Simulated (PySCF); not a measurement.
C3HF6, doublet, geometry from GFN2-xTB.

PySCF was given this input:
```python
from pyscf import gto, scf, dft

mol = gto.Mole()
mol.atom = '''
    F     1.774605   -0.135742   -1.126568
    C     1.291121    0.065209    0.115550
    F     2.266916   -0.278733    0.961122
    F     1.093937    1.378715    0.241571
    C     0.062044   -0.733783    0.363848
    C    -1.277949   -0.227496   -0.034558
    F    -1.259258    0.441479   -1.189688
    F    -1.791053    0.610032    0.888090
    F    -2.151358   -1.229863   -0.164238
    H     0.144610   -1.696563    0.838352
'''
mol.basis = 'sto-3g'
mol.charge = 0
mol.spin = 1
mol.verbose = 4
mol.build()

mf = dft.UKS(mol)
mf.xc = 'm062x'
mf.kernel()
mf.analyze()
```

Question: What does this run give for the HOMO energy, total energy, dipole moment, number of basis functions, nuclear repulsion energy, <S^2>?

Answer: 
```
Property                          Value
-------------------------  ------------
HOMO energy                    -7.15 eV
total energy               -703.8135 Eh
dipole moment                    1.06 D
number of basis functions            46
nuclear repulsion energy    525.4454 Eh
<S^2>                             0.756
```

These values belong to the state on which the SCF converged, which isn't shown to be the lowest.
